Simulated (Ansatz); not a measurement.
Computed with Ansatz on PBE0-D4/def2-TZVP structures; ΔE is electronic, products minus reactants. CCSD(T)/CBS adds triple-zeta CCSD(T) − MP2 to the extrapolated MP2 energy (def2 sets, frozen cores). DFT in def2-TZVPP. For Ga, Se outer-core shells are correlated without core-valence functions, which leaves a few kJ/mol of doubt a bond. Scalar relativity is left out up to krypton.

Reaction (cleavage of the Si–Si bond): `[SiH3][SiH2][GaH2]` + `C[SeH]` → `C[Se][SiH3]` + `[SiH3][GaH2]`

```json
{"level": "r2SCAN0-D4", "ΔE (eV)": "-0.48"}
{"level": "SCS-MP2/def2-TZVPP", "ΔE (eV)": "-0.55"}
{"level": "HF/def2-QZVPP", "ΔE (eV)": "-0.59"}
{"level": "HF/CBS(def2)", "ΔE (eV)": "-0.59"}
```

What does CCSD(T)/CBS give? (Best estimate.)

Ansatz gave: -0.51 eV. The listed levels differ from it by 0.03, -0.04, -0.08, -0.08 eV.

Largest T1 diagnostic among the species: 0.014.

In def2-TZVPP, CCSD(T) changes the Hartree–Fock value by +0.12 eV (the triples alone add +0.01 eV) and MP2 by +0.04 eV. From BLYP to BHLYP (50 % exact exchange), in def2-TZVPP and without D4, ΔE moves by −0.08 eV.
